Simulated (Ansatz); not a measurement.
Cost and result up the ladder for Al2B5 (the lowest doublet isomer of a short search) (7 atoms). Charge 0, multiplicity 2. Geometry: PBE0-D4/def2-SVP.

```xyz
7

B    -0.4924    0.0330    1.0429
B    -1.3809    0.1862   -0.4055
B    -0.2337    1.2780   -0.0763
B    -0.7768   -1.2235   -0.0756
B     0.7325   -0.9766    0.4513
Al    1.6127    0.8837    0.8229
Al    0.5387   -0.1809   -1.7598
```

Ansatz on 4 threads of Arm Neoverse V1 on a shared host. Times are rough, and most runs start from the orbitals of an earlier one. PBE0-D4/def2-TZVPD serves as the yardstick here, not as an exact answer. Differences are given only for rows in sets of like size (and for xTB, whose basis is part of the method), since another set adds its own error. Binding counts from free atoms at the same level (B doublet, Al doublet; other spins of the atoms weren't run), without zero-point energy or a counterpoise term.

LC-ωPBE has ω = 0.4 bohr⁻¹. Correlated methods freeze 15 core orbitals. The structure comes from a short search, and lower isomers may exist.

Run but left out: HF/STO-3G, HF/def2-TZVP, MP2/def2-TZVP (⟨S²⟩ 1.27 to 1.70, where a pure state has 0.75).

Correlated methods converge slowly with the basis.

```tsv
level	functions	wall time
PBE-D4/def2-SVP	106	2.1 s
PBE0-D4/def2-SVP	106	3.9 s
revPBE-D4/def2-TZVP	229	5.5 s
PBE-D4/def2-TZVP (with forces)	229	6 s
RPA@PBE/def2-TZVP	229	8.5 s
PBE-D4/def2-TZVPD	271	9 s
PBE0-D4/def2-TZVP	229	12 s
LC-ωPBE/def2-TZVP	229	17 s
PBE0-D4/def2-TZVPD	271	25 s
r2SCAN-D4/def2-TZVP	229	29 s
LC-ωPBE/def2-TZVPD	271	34 s
```

(1) Estimate what each level gives for the binding energy per atom (eV).

Results:

(1) 
| level | binding energy per atom (eV) | difference from PBE0-D4/def2-TZVPD (eV) |
| --- | --- | --- |
| PBE-D4/def2-SVP | 4.01 | – |
| PBE0-D4/def2-SVP | 3.89 | – |
| revPBE-D4/def2-TZVP | 3.79 | -0.02 |
| PBE-D4/def2-TZVP (with forces) | 3.94 | 0.13 |
| RPA@PBE/def2-TZVP | 3.14 | -0.67 |
| PBE-D4/def2-TZVPD | 3.94 | 0.13 |
| PBE0-D4/def2-TZVP | 3.81 | 0.00 |
| LC-ωPBE/def2-TZVP | 3.64 | -0.16 |
| PBE0-D4/def2-TZVPD | 3.81 | 0.00 |
| r2SCAN-D4/def2-TZVP | 3.84 | 0.04 |
| LC-ωPBE/def2-TZVPD | 3.64 | -0.16 |
